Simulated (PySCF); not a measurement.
Os(O)4 anion (O4Os), SMILES [O]=[Os](=[O])(=[O])=[O] (connectivity only; charge and spin as stated), charge -1, multiplicity 2. Atoms are numbered in the order given.

```xyz
5

Os     0.0000     0.0000     0.0000
O      1.0706     1.0706     0.9145
O     -1.0706    -1.0706     0.9145
O      1.0706    -1.0706    -0.9145
O     -1.0706     1.0706    -0.9145
```
Charge -1, spin multiplicity 2.

Coordinates come from a PBE-D3(BJ)/def2-SVPD optimisation. The spin state was assumed, not searched. The isomer is the one that the SMILES or the coordinates give; other isomers of the formula were not compared. The def2 effective core potentials stand for the cores of Os; spin–orbit coupling is left out.

Computed with M06-2X/def2-SVPD (PySCF).

Mulliken values depend strongly on the basis, most of all with diffuse functions as here. ESP charges are fitted to the potential on shells at 1.4 to 2.0 van der Waals radii. Atomic charges (e):

| atom | ESP fit | Mulliken | Mulliken spin |
|---|---|---|---|
| Os1 | 1.24 | 2.32 | 0.60 |
| O2 | -0.56 | -0.83 | 0.10 |
| O3 | -0.56 | -0.83 | 0.10 |
| O4 | -0.56 | -0.83 | 0.10 |
| O5 | -0.56 | -0.83 | 0.10 |
